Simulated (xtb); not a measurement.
C2H9ClOSi2, SMILES C[SiH2]O[Si@@H](C)Cl. All values are semi-empirical tight-binding results from xtb (GFN2-xTB unless named), good for trends rather than for accurate numbers. Coordinates come from a GFN2-xTB optimisation. The structure was generated by enumeration; whether it is a known compound was not checked. Other conformers were not sampled.

Optimised geometry:

Bonds (Å): C1–Si2 1.893, C1–H7 1.087, C1–H8 1.086, C1–H9 1.087, Si2–O3 1.630, Si2–H10 1.464, Si2–H11 1.465, O3–Si4 1.613, Si4–C5 1.894, Si4–Cl6 2.013, Si4–H12 1.457, C5–H13 1.086, C5–H14 1.088, C5–H15 1.086. Angles (°): Si2–C1–H7 111.5, Si2–C1–H8 110.8, Si2–C1–H9 111.5, H7–C1–H8 107.7, H7–C1–H9 107.5, H8–C1–H9 107.7, C1–Si2–O3 107.0, C1–Si2–H10 112.2, C1–Si2–H11 112.6, O3–Si2–H10 107.6, O3–Si2–H11 105.1, H10–Si2–H11 111.9, Si2–O3–Si4 162.9, O3–Si4–C5 110.1, O3–Si4–Cl6 108.2, O3–Si4–H12 104.7, C5–Si4–Cl6 109.6, C5–Si4–H12 114.7, Cl6–Si4–H12 109.2, Si4–C5–H13 111.4, Si4–C5–H14 111.4, Si4–C5–H15 111.0, H13–C5–H14 107.6, H13–C5–H15 107.7, H14–C5–H15 107.6.

```
Property                                         Value
---------------------------------------  -------------
orbital gap                                    5.82 eV
dipole moment                                   2.37 D
zero-point energy                        65.2 kcal/mol
G − E(el) at 298.15 K (modified RRHO)    41.6 kcal/mol
static polarisability (D4 model)           100.6 bohr³
solvation energy, GFN2-xTB/ALPB(water)   -0.4 kcal/mol
solvation energy, GFN2-xTB/ALPB(hexane)  -4.8 kcal/mol
```

Computed atomic charges and the Wiberg bond orders between heavy atoms:
charges (e) C1 -0.20, Si2 0.53, O3 -0.44, Si4 0.56, C5 -0.20, Cl6 -0.25, H7 0.04, H8 0.02, H9 0.04, H10 -0.08, H11 -0.08, H12 -0.06, H13 0.04, H14 0.05, H15 0.04. Bond orders C1–Si2 0.91, Si2–O3 1.03, O3–Si4 1.13, Si4–C5 0.90, Si4–Cl6 1.07.
